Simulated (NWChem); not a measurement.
Everything below was run with NWChem. System: tetraarsenic (As$_{4}$), charge 0, spin multiplicity 1, at a geometry optimised with PBE0/def2-SVP. Level: RHF/def2-TZVP.

NWChem printed:

```
             Northwest Computational Chemistry Package (NWChem) 7.3.0
             --------------------------------------------------------

                                NWChem Input Module
                                -------------------

 Scaling coordinates for geometry "geometry" by  1.889725989
 (inverse scale =  0.529177249)

 Turning off AUTOSYM since
 SYMMETRY directive was detected!

                             Geometry "geometry" -> ""
                             -------------------------

 Output coordinates in angstroms (scale by  1.889725989 to convert to a.u.)

  No.       Tag          Charge          X              Y              Z
 ---- ---------------- ---------- -------------- -------------- --------------
    1 As                  33.0000     1.21676400     0.00000000     0.86036900
    2 As                  33.0000    -1.21676400     0.00000000     0.86036900
    3 As                  33.0000     0.00000000    -1.21671800    -0.86036900
    4 As                  33.0000     0.00000000     1.21671800    -0.86036900

 Effective nuclear repulsion energy (a.u.)    1420.8610848922

            Nuclear Dipole moment (a.u.)
            ----------------------------
        X                 Y               Z
 ---------------- ---------------- ----------------
     0.0000000000     0.0000000000     0.0000000000

      Symmetry information
      --------------------

 Group name             C2v
 Group number             16
 Group order               4
 No. of unique centers     2

      Symmetry unique atoms

     1    3


 Summary of "ao basis" -> "" (spherical)
 ------------------------------------------------------------------------------
       Tag                 Description            Shells   Functions and Types
 ---------------- ------------------------------  ------  ---------------------
 *                         def2-tzvp                  on all atoms

 Summary of "ao basis" -> "ao basis" (spherical)
 ------------------------------------------------------------------------------
       Tag                 Description            Shells   Functions and Types
 ---------------- ------------------------------  ------  ---------------------
 As                        def2-tzvp                16       48   6s5p4d1f

                                 NWChem SCF Module
                                 -----------------

  ao basis        = "ao basis"
  functions       =   192
  atoms           =     4
[...]
    21      0.193911  1 As pz                69      0.193911  2 As pz
   117     -0.193891  3 As pz               165     -0.193891  4 As pz
    16     -0.150727  1 As px                64      0.150727  2 As px

 Vector   66  Occ=2.000000D+00  E=-3.254049D-01  Symmetry=a2
              MO Center= -5.1D-14,  1.9D-14,  2.2D-05, r^2= 4.0D+00
   Bfn.  Coefficient  Atom+Function         Bfn.  Coefficient  Atom+Function
  ----- ------------  ---------------      ----- ------------  ---------------
    17      0.261038  1 As py                65     -0.261038  2 As py
   112     -0.261031  3 As px               160      0.261031  4 As px
    20      0.237483  1 As py                68     -0.237483  2 As py
   115     -0.237479  3 As px               163      0.237479  4 As px

 Vector   67  Occ=0.000000D+00  E= 7.428986D-02  Symmetry=b1
              MO Center= -1.2D-14, -6.3D-15,  4.1D-01, r^2= 5.7D+00
   Bfn.  Coefficient  Atom+Function         Bfn.  Coefficient  Atom+Function
  ----- ------------  ---------------      ----- ------------  ---------------
    21      0.660678  1 As pz                69     -0.660678  2 As pz
    19     -0.467462  1 As px                67     -0.467462  2 As px
   115      0.467124  3 As px               163      0.467124  4 As px
    18      0.217868  1 As pz                66     -0.217868  2 As pz
    16     -0.154115  1 As px                64     -0.154115  2 As px

 Vector   68  Occ=0.000000D+00  E= 7.429319D-02  Symmetry=a2
              MO Center=  2.8D-16,  4.1D-15, -1.6D-05, r^2= 5.9D+00
   Bfn.  Coefficient  Atom+Function         Bfn.  Coefficient  Atom+Function
  ----- ------------  ---------------      ----- ------------  ---------------
    20      0.660770  1 As py                68     -0.660770  2 As py
   115      0.660794  3 As px               163     -0.660794  4 As px
    17      0.217885  1 As py                65     -0.217885  2 As py
   112      0.217890  3 As px               160     -0.217890  4 As px

 Vector   69  Occ=0.000000D+00  E= 7.429732D-02  Symmetry=b2
              MO Center= -3.5D-13,  6.2D-13, -4.1D-01, r^2= 5.7D+00
   Bfn.  Coefficient  Atom+Function         Bfn.  Coefficient  Atom+Function
  ----- ------------  ---------------      ----- ------------  ---------------
   117      0.660915  3 As pz               165     -0.660915  4 As pz
    20      0.467393  1 As py                68      0.467393  2 As py
   116     -0.466965  3 As py               164     -0.466965  4 As py
   114      0.217913  3 As pz               162     -0.217913  4 As pz
    17      0.154090  1 As py                65      0.154090  2 As py

 center of mass
 --------------
 x =   0.00000000 y =   0.00000000 z =   0.00000000

 moments of inertia (a.u.)
 ------------------
        1584.361903784852           0.000000000000           0.000000000000
           0.000000000000        1584.421802937744           0.000000000000
           0.000000000000           0.000000000000        1584.385982936555

  Mulliken analysis of the total density
  --------------------------------------

    Atom       Charge   Shell Charges
 -----------   ------   -------------------------------------------------------
    1 As  33    33.00   2.00  2.00  1.17  0.78  0.98  0.93  5.99  5.76  0.36  1.60  1.25  8.95  1.06  0.03  0.11  0.02
    2 As  33    33.00   2.00  2.00  1.17  0.78  0.98  0.93  5.99  5.76  0.36  1.60  1.25  8.95  1.06  0.03  0.11  0.02
    3 As  33    33.00   2.00  2.00  1.17  0.78  0.98  0.93  5.99  5.76  0.36  1.60  1.25  8.95  1.06  0.03  0.11  0.02
    4 As  33    33.00   2.00  2.00  1.17  0.78  0.98  0.93  5.99  5.76  0.36  1.60  1.25  8.95  1.06  0.03  0.11  0.02

       Multipole analysis of the density wrt the origin
       ------------------------------------------------

     L   x y z        total         open         nuclear
     -   - - -        -----         ----         -------
     0   0 0 0     -0.000000      0.000000    132.000000

     1   1 0 0      0.000000      0.000000      0.000000
     1   0 1 0      0.000000      0.000000      0.000000
     1   0 0 1     -0.000022      0.000000      0.000000

     2   2 0 0    -52.914046      0.000000    348.942856
     2   1 1 0      0.000000      0.000000      0.000000
     2   1 0 1     -0.000000      0.000000      0.000000
     2   0 2 0    -52.914644      0.000000    348.916472
     2   0 1 1      0.000000      0.000000      0.000000
     2   0 0 2    -52.914268      0.000000    348.932250

 Task  times  cpu:       16.2s     wall:       16.2s

 Total times  cpu:       16.2s     wall:       16.2s
```

Problem. Write an NWChem input that would produce this output.

Solution. Several could match; the one computed here: 
```
start mol
memory heap 200 mb stack 900 mb global 1100 mb
geometry units angstroms nocenter noautoz
  As     1.216764     0.000000     0.860369
  As    -1.216764     0.000000     0.860369
  As     0.000000    -1.216718    -0.860369
  As     0.000000     1.216718    -0.860369
  symmetry group C2v
end
basis spherical
  * library def2-tzvp
end
scf
  rhf
  nopen 0
  maxiter 100
  thresh 1e-7
  semidirect memsize 60000000 filesize 0
end
task scf energy
```
